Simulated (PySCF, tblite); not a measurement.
C₄H₈N₂Si₂.
Geometry (GFN2-xTB, Å), atoms numbered from 1 in this order:
```xyz
16
C4H8N2Si2 angstrom
C      2.9135   -0.2680   -0.4548
N      1.7175   -0.4743   -0.1349
C      0.7142    0.4945   -0.3683
Si    -0.7727   -0.4162   -1.2117
C     -1.5614   -0.5484    0.5521
C     -2.9171   -0.1697    0.6601
N     -4.0096    0.1744    0.7320
Si    -0.2748    0.6998    1.2846
H      3.2685    0.6548   -0.9286
H      3.6447   -1.0367   -0.2556
H      1.1038    1.4045   -0.8519
H     -1.5235    0.4628   -2.1056
H     -0.4522   -1.7004   -1.8247
H     -1.4441   -1.5475    0.9725
H      0.4080    0.2329    2.4858
H     -0.8224    2.0463    1.4376
```

Jobs on this species (16 atoms, 74 electrons) with PySCF (density fitting) and tblite. Hardware of each: an Arm Neoverse N1 with one thread (shared host). Other jobs ran on the host; a repeat could differ by tens of per cent or more.

```csv
level and settings,work,basis functions,SCF cycles,wall time
GFN2-xTB,Hessian by finite differences,–,–,?
PBE0/pcSseg-1,"shieldings, ring-centre shieldings, charges and field gradients, density and orbital grids written",190,?,?
GFN2-xTB,L-BFGS relaxation,–,–,2.2 s
CAM-B3LYP/def2-SVPD,"8 singlets by full TDDFT, 3 Tamm–Dancoff triplets, polarisability",232,13,1.8 min
```

Task: Fill in the missing figures.

Result: 
- GFN2-xTB; Hessian by finite differences: 1.1 s
- PBE0/pcSseg-1; shieldings, ring-centre shieldings, charges and field gradients, density and orbital grids written: 72 s, 15 SCF cycles

Task: What do all jobs in the table cost together?

Result: About 3.1 min; the longest takes about 59 % of that, and about 98 times as long as the shortest.
